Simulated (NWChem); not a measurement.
System: AlSiH$_{5}$; SMILES [AlH2][SiH3]

All runs: NWChem. The level has its own optimisation; frequencies are unscaled.

### Question
Estimate the computed values for PBE-D3(BJ)/def2-SVP. Quantities: r Al–H (Å); r Al–Si (Å); highest harmonic frequency (cm⁻¹); lowest (cm⁻¹); zero-point energy (kcal/mol).

### Answer
The r Al–H (Å) comes out as 1.604 and the r Al–Si (Å) is 2.463. The highest harmonic frequency (cm⁻¹) is 2152 and the lowest (cm⁻¹) is 9. The zero-point energy (kcal/mol) comes out as 22.3.
